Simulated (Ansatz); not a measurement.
The cluster Si₂Pt⁺, relaxed as a doublet with UKS B3LYP-D4/def2-TZVP in Ansatz, starting from the GFN1-xTB geometry. Force threshold 0.02 eV/Å.

In the def2 sets Pt takes a core potential; there is no spin–orbit coupling. The relaxation made no stability test and no search for a lower SCF solution. No other spin state of charge 1 was run. The structure comes from a short search, and lower isomers may exist.

Start:

```xyz
3

Pt    1.012    0.140   -1.686
Si   -0.488    0.578   -0.110
Si   -0.524   -0.718    1.796
```

```
step  energy (eV)  largest force component (eV/Å)  SCF passes
   1  -18995.1411                           1.961         168
   2  -18995.2926                           0.597          64
   3  -18995.2971                           0.520          47
   4  -18995.3025                           0.048          42
   5  -18995.3062                           0.082          41
   6  -18995.3724                           0.414          45
   7  -18995.7944                           1.296         114
   8  -18996.5114                           1.963          38
   9  -18997.2799                           1.389          35
  10  -18997.3279                           2.277          34
  11  -18997.4733                           0.077          31
  12  -18997.4736                           0.022          25
  13  -18997.4736                           0.000          27
```

Force components are those of the run's own axes.

End:

Cartesian coordinates in Å:
```
Pt 0.843 -0.266 -0.858
Si -0.851 1.073 -0.284
Si 0.009 -0.808 1.142
```

Bonds formed: Pt1–Si3 (atoms count from 1). The end is the same structure that another start reached, the lowest one found.

No frequencies were taken in this run, so the end may be a saddle point.

Hardware: 4 threads of Arm Neoverse V2 on a shared host. Wall time 25 s.
